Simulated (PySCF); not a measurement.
**SMILES O(/C=C/F)[SiH3], C2H5FOSi**

Molfile (atoms numbered from 1):
```
C2H5FOSi
     RDKit          3D

 10  9  0  0  0  0  0  0  0  0999 V2000
    3.1290   -0.8234   -0.0925 F   0  0  0  0  0  0  0  0  0  0  0  0
    1.8159   -0.6336    0.0420 C   0  0  0  0  0  0  0  0  0  0  0  0
    1.2163    0.4024   -0.5489 C   0  0  0  0  0  0  0  0  0  0  0  0
   -0.0986    0.6929   -0.4856 O   0  0  0  0  0  0  0  0  0  0  0  0
   -1.3112   -0.1686    0.2966 Si  0  0  0  0  0  4  0  0  0  0  0  0
    1.3221   -1.3898    0.6608 H   0  0  0  0  0  0  0  0  0  0  0  0
    1.8018    1.1066   -1.1479 H   0  0  0  0  0  0  0  0  0  0  0  0
   -1.3753   -1.5604   -0.2419 H   0  0  0  0  0  0  0  0  0  0  0  0
   -1.0348   -0.2287    1.7633 H   0  0  0  0  0  0  0  0  0  0  0  0
   -2.5663    0.5737    0.0198 H   0  0  0  0  0  0  0  0  0  0  0  0
  1  2  1  0
  2  3  2  0
  3  4  1  0
  4  5  1  0
  2  6  1  0
  3  7  1  0
  5  8  1  0
  5  9  1  0
  5 10  1  0
M  END
```

Computed with quadratic response CAM-B3LYP/def2-SVPD first hyperpolarisability, Taylor convention, gas phase (PySCF 2.14.0). Geometry: PBE0-D3(BJ)/def2-SVP.

Problem. Give the tensor of the second harmonic β(−2ω;ω,ω) at 1064 nm in the axes of these coordinates.

Solution. In au, Taylor convention; rows are the first index (the induced dipole):
```csv
,xx,yy,zz,xy,xz,yz
x,+98.0,+30.9,+25.1,+4.7,-11.4,+0.1
y,+4.6,+24.0,+4.2,+30.0,+0.1,+5.2
z,-11.5,+5.4,-43.5,+0.1,+24.3,+4.7
```
Norm of βᵢ = ⅓ Σⱼ (βᵢⱼⱼ + βⱼᵢⱼ + βⱼⱼᵢ): 164.1 au, hyper-Rayleigh value 60.9 au.
